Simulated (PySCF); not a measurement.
# C4H10FSi: g tensor and hyperfine couplings

Species: C4H10FSi (doublet state).
Atom-mapped SMILES: `[F:1][CH:2][CH2:3][CH2:4][CH2:5][SiH3:6]` (hydrogens: H7 on C2; H8, H9 on C3; H10, H11 on C4; H12, H13 on C5; H14, H15, H16 on Si6)

Cartesian coordinates in Å at the GFN2-xTB level; atoms count from 1:
```
atom  x, y, z in Å
F1    -1.7746    1.6582   -0.4153
C2    -1.3954    0.7157    0.4703
C3    -1.3273   -0.6639   -0.0511
C4    -0.1529   -0.8244   -1.0259
C5     1.1748   -0.6522   -0.3024
Si6    1.3460    0.9863    0.6594
H7    -1.7432    0.9522    1.4642
H8    -1.2117   -1.3526    0.7861
H9    -2.2567   -0.9083   -0.5842
H10   -0.2063   -1.8092   -1.4980
H11   -0.2458   -0.0721   -1.8118
H12    1.9794   -0.7248   -1.0352
H13    1.3168   -1.4860    0.3882
H14    2.8008    1.1623    0.8311
H15    0.8051    0.8847    2.0183
H16    0.8834    2.1430   -0.1026
```

The hyperfine couplings belong to this conformer and change with its torsions.

Method used: PySCF 2.14.0, UKS B3LYP, pcH-1 on C F H Si, non-relativistic, mean-field spin-orbit, GIAO. The structure is a single GFN2-xTB conformer in the gas phase; no vibrational or solvent corrections. A GFN2-xTB geometry isn't a minimum of the functional, and hyperfine couplings can be far from their values at a DFT geometry. Stability of the SCF solution: not tested.

* g1, g2, g3: 2.00208, 2.00434, 2.00483
* g_iso: 2.00375
* Form of g: rhombic: the two nearest values differ by 18 % of g3 − g1
* ⟨S²⟩: 0.7532 (exact 0.7500)
* HOMO–LUMO gap, α and β orbitals: 6.62, 6.12 eV
* Total energy: -547.74089 Eh
* Basis functions: 260

Isotropic coupling and dipolar principal values T1 to T3, in 10⁻⁴ cm⁻¹ (1 × 10⁻⁴ cm⁻¹ = 2.998 MHz):

```csv
atom,isotope,a_iso,of which spin–orbit,T1,T2,T3,Mulliken spin population
F1,19F,49.8,0.3,-82.3,-71.1,153.4,0.07
C2,13C,67.1,0.0,-26.1,-25.3,51.5,0.87
C3,13C,-4.3,0.0,-1.1,-0.7,1.8,-0.06
C4,13C,12.5,0.0,-1.3,-0.9,2.2,0.02
C5,13C,0.8,0.0,-0.6,-0.1,0.6,0.01
Si6,29Si,1.5,0.0,-0.4,-0.1,0.5,-0.01
H7,1H,-9.1,0.0,-11.3,-1.2,12.6,-0.03
H8,1H,0.0,0.0,-1.8,-1.3,3.2,0.00
H9,1H,35.2,0.0,-1.7,-0.8,2.5,0.06
H10,1H,-0.9,0.0,-1.0,-0.6,1.6,0.00
H11,1H,-0.8,0.0,-1.3,-0.8,2.1,0.00
H12,1H,-0.7,0.0,-0.6,-0.3,1.0,0.00
H13,1H,0.5,0.0,-0.6,-0.5,1.1,0.00
H14,1H,18.5,0.0,-0.5,-0.4,0.9,0.03
H15,1H,16.6,0.0,-1.6,-0.9,2.5,0.02
H16,1H,9.9,0.0,-1.5,-1.0,2.5,0.01
```

The largest Mulliken spin populations are on C2 (+0.87) and F1 (+0.07). No atom but C2 exceeds +0.15. The angles at C2 add up to 349.9°, so it is slightly pyramidal.

Axes: g2 points within 8° of the F1–C2 bond.

Under fast tumbling the dipolar parts average out, and these isotropic splittings remain: 1 × 19F (F1, I = 1/2, 2 lines) with 5.33 mT, 2 × 1H (H8/H9, I = 1/2, 3 lines) with 1.88 mT, 3 × 1H (H14/H15/H16, I = 1/2, 4 lines) with 1.60 mT, 1 × 1H (H7, I = 1/2, 2 lines) with 0.97 mT and 2 × 1H (H10/H11, I = 1/2, 3 lines) with 0.09 mT.

Class means assume fast exchange of nuclei equivalent by connectivity; if that motion is slow, each nucleus keeps its own coupling. The three 1H nuclei of mean +44.9 MHz run from 29.6 to 55.5 MHz in the frozen geometry. The 1H value of +52.7 MHz is a mean of couplings from 0.1 to 105.4 MHz in this one geometry, not an average over conformers.

The 13C coupling of C2 (201.0 MHz) shows only in satellite lines or after enrichment, since that isotope makes up about 1.07 % of natural carbon.

Examples of negative spin density at the nucleus (bohr⁻³): C3 (-0.0116), H7 (-0.0061) and Si6 (-0.0049).
